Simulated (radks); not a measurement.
Coulomb parameter of the 4d shell of the niobium ion Nb+ in the model configuration [Kr] 4d3 5p1, as a second difference U = [E(n + 0.5) + E(n - 0.5) - 2 E(n)] / (0.5)^2 with all orbitals relaxed. "Bare": the charge of the atom changes with n. "Screened": the 5p shell takes up the change at fixed total charge, which measures U(4d,4d) + U(5p,5p) - 2 U(4d,5p). Method: scalar-relativistic Kohn-Sham, PBEsol, spin-unpolarised, spherical densities, finite nucleus; Fermi nuclear charge, rms radius 4.324 fm; computed with a radial shooting solver on a logarithmic mesh with Libxc functionals.

start: configuration [Kr] 4d3 5p1; E - E(n) (eV) 0.000
bare +0.5: configuration [Kr] 4d3.5 5p1; E - E(n) (eV) -5.093
bare -0.5: configuration [Kr] 4d2.5 5p1; E - E(n) (eV) 7.444
screened +0.5: configuration [Kr] 4d3.5 5p0.5; E - E(n) (eV) -2.437
screened -0.5: configuration [Kr] 4d2.5 5p1.5; E - E(n) (eV) 2.902

U(bare) = 9.406 eV, U(screened by 5p) = 1.860 eV, against the Slater integral F0(4d,4d) = 12.936 eV with frozen orbitals.
